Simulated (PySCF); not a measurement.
CuH4OP, multiplicity 1. Atoms are numbered in the order given.

```xyz
7

Cu     0.2142     0.1172     0.3613
O      1.0681     0.5517     1.8613
H      1.5939     1.3513     1.7614
P     -0.8511    -0.4785    -1.4091
H     -0.6204    -1.7536    -1.9917
H     -0.6913     0.2962    -2.5880
H     -2.2710    -0.5304    -1.4118
```

The structure is a stationary point at PBE0-D3(BJ)/def2-SVP. The multiplicity is an assumed one; no other spin state was optimised. The structure was generated by enumeration; whether it is a known compound was not checked. The values are those of a single conformer.

Method: TDDFT-PBE/def2-SVPD in PySCF.

Vertical excitations. Gas-phase values at a fixed geometry.

```json
[
 {"state": "S1", "energy (eV)": "3.48", "λ (nm)": "356", "f": "0.000", "main pairs": "HOMO→LUMO 100 %"},
 {"state": "S2", "energy (eV)": "3.80", "λ (nm)": "326", "f": "0.024", "main pairs": "HOMO→LUMO+1 65 %, HOMO−1→LUMO 30 %"},
 {"state": "S3", "energy (eV)": "3.86", "λ (nm)": "322", "f": "0.001", "main pairs": "HOMO→LUMO+2 90 %"},
 {"state": "S4", "energy (eV)": "4.00", "λ (nm)": "310", "f": "0.029", "main pairs": "HOMO−1→LUMO 58 %, HOMO−1→LUMO+2 18 %, HOMO→LUMO+1 16 %"},
 {"state": "S5", "energy (eV)": "4.01", "λ (nm)": "309", "f": "0.018", "main pairs": "HOMO−1→LUMO+1 85 %"},
 {"state": "S6", "energy (eV)": "4.40", "λ (nm)": "282", "f": "0.019", "main pairs": "HOMO−1→LUMO+2 68 %, HOMO−4→LUMO 14 %"},
 {"state": "S7", "energy (eV)": "4.59", "λ (nm)": "270", "f": "0.000", "main pairs": "HOMO−3→LUMO 74 %, HOMO−2→LUMO+1 25 %"},
 {"state": "S8", "energy (eV)": "4.60", "λ (nm)": "270", "f": "0.001", "main pairs": "HOMO−2→LUMO 76 %, HOMO−3→LUMO+1 23 %"},
 {"state": "S9", "energy (eV)": "4.75", "λ (nm)": "261", "f": "0.008", "main pairs": "HOMO−2→LUMO+1 59 %, HOMO−4→LUMO+1 23 %, HOMO−3→LUMO 16 %"},
 {"state": "S10", "energy (eV)": "4.77", "λ (nm)": "260", "f": "0.005", "main pairs": "HOMO−3→LUMO+1 75 %, HOMO−2→LUMO 21 %"},
 {"state": "T1", "energy (eV)": "3.33", "λ (nm)": "372", "f": "0", "main pairs": "HOMO→LUMO+1 97 %"},
 {"state": "T2", "energy (eV)": "3.39", "λ (nm)": "366", "f": "0", "main pairs": "HOMO→LUMO 97 %"},
 {"state": "T3", "energy (eV)": "3.65", "λ (nm)": "340", "f": "0", "main pairs": "HOMO−1→LUMO 95 %"},
 {"state": "T4", "energy (eV)": "3.67", "λ (nm)": "337", "f": "0", "main pairs": "HOMO→LUMO+2 57 %, HOMO−1→LUMO+1 39 %"}
]
```
Triplets are in the Tamm–Dancoff approximation, which puts them higher than full response would, so one can lie above its singlet here.
